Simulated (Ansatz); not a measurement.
Reaction (ligand exchange at the Si–C bond): `C/[C]([AlH2])=C\[SiH3]` + `OC(O)=[Se]` → `OC(=[Se])O[SiH3]` + `C=[C](C)[AlH2]`

Gas-phase electronic energies from Ansatz, PBE0-D4/def2-TZVP geometries. CBS: MP2 limit from def2 TZ/QZ plus the TZ coupled-cluster correction, frozen cores. Functionals use def2-TZVPP. For Se outer-core shells are correlated without core-valence functions, which leaves a few kJ/mol of doubt a bond. Scalar relativity is left out up to krypton. One conformer a species, not always the lowest.

`C/[C]([AlH2])=C\[SiH3]`:

Z-matrix (Å, degrees):
```
C
C 1 1.499
H 1 1.095 2 110.9
H 1 1.095 2 111.0 3 117.5
H 1 1.095 2 113.3 3 -121.2
Al 2 1.953 1 123.5 3 -59.0
C 2 1.347 1 122.1 3 121.2
H 6 1.587 2 116.6 1 179.7
H 6 1.590 2 121.9 1 -0.4
Si 7 1.875 2 126.3 1 0.0
H 7 1.092 2 118.0 1 -179.9
H 10 1.489 7 111.6 2 -61.0
H 10 1.486 7 108.9 2 179.2
H 10 1.489 7 111.6 2 59.5
```

`OC(O)=[Se]`:

Z-matrix (Å, degrees):
```
C
O 1 1.314
Se 1 1.796 2 125.3
O 1 1.314 2 109.5 3 -180.0
H 2 0.966 1 107.1 3 -0.0
H 4 0.966 1 107.1 2 180.0
```

`OC(=[Se])O[SiH3]`:

Z-matrix (Å, degrees):
```
Si
O 1 1.704
H 1 1.480 2 100.7
H 1 1.476 2 110.1 3 -117.3
H 1 1.476 2 110.1 3 117.3
C 2 1.302 1 121.5 3 180.0
Se 6 1.800 2 125.2 1 0.0
O 6 1.318 2 110.7 1 -180.0
H 8 0.967 6 107.1 2 180.0
```

`C=[C](C)[AlH2]`:

Cartesian coordinates in Å:
```
C -0.397 -0.247 1.409
C -0.062 0.016 0.140
C -0.524 1.277 -0.529
Al 1.037 -1.345 -0.714
H -0.075 -1.153 1.915
H -1.012 0.433 2.001
H 0.325 1.880 -0.869
H -1.114 1.058 -1.424
H -1.134 1.896 0.136
H 1.433 -2.614 0.156
H 1.523 -1.202 -2.222
```

```json
{"level": "PBE-D4", "ΔE (kJ/mol)": "-74.8"}
{"level": "ωB97X-V", "ΔE (kJ/mol)": "-87.6"}
{"level": "MP2/def2-TZVPP", "ΔE (kJ/mol)": "-91.7"}
{"level": "HF/def2-QZVPP", "ΔE (kJ/mol)": "-102.2"}
```

Q: What does CCSD(T)/CBS give? (Best estimate.)

A: The calculation gave: -90.9 kJ/mol. The listed levels differ from it by 16.1, 3.3, -0.8, -11.3 kJ/mol.

Largest T1 diagnostic among the species: 0.016.

From PBE to PBE0 (25 % exact exchange), in def2-TZVPP and without D4, ΔE moves by −4.1 kJ/mol. In def2-TZVPP, CCSD(T) changes the Hartree–Fock value by +11.7 kJ/mol (the triples alone add +1.8 kJ/mol) and MP2 by +9.3 kJ/mol.
